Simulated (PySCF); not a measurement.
# Polarisability and C₆ of I⁻ (iodine, charge -1)

[Xe], closed-shell 1S. Computed with PySCF 2.14 in aug-cc-pVQZ-PP with ECP28MDF (7s7p5d3f2g, 92 functions), with a scalar-relativistic core potential. Coupled (time-dependent) response in atomic units; α is the mean over directions.

| method | mean α (bohr³) | C₆ (like pair) | S(−4) |
| --- | --- | --- | --- |
| UHF | 59.89 | 838.0 | 864.9 |
| PBE | 72.23 | 1052 | 1512 |
| PBE0 | 66.40 | 948.6 | 1180 |
| B3LYP | 68.80 | 987.2 | 1327 |
| BP86 | 73.73 | 1075 | 1593 |

S(−4) is the Cauchy moment in α(ω) = α(0) + S(−4) ω² + …

α(iu) at PBE0:

```
u (hartree)  α(iu) (bohr³)
          0          66.40
     0.0500          63.65
      0.100          57.11
      0.200          42.52
      0.300          31.32
      0.500          18.28
      0.750          10.76
       1.00          7.113
       1.50          3.855
       2.00          2.479
       3.00          1.324
       5.00         0.5802
```

A single London oscillator, α(iu) = α/(1 + u²/ω²), gives C₆ = (3/4) ω α². Matching the computed C₆ needs ω = 4 × 948.6 / (3 × 66.40²) = 0.287 hartree.

For an ion, C₆ is the dispersion term alone; charge-induced terms of lower order in 1/R come first.

Energies and moments cover only the electrons outside the core potential.
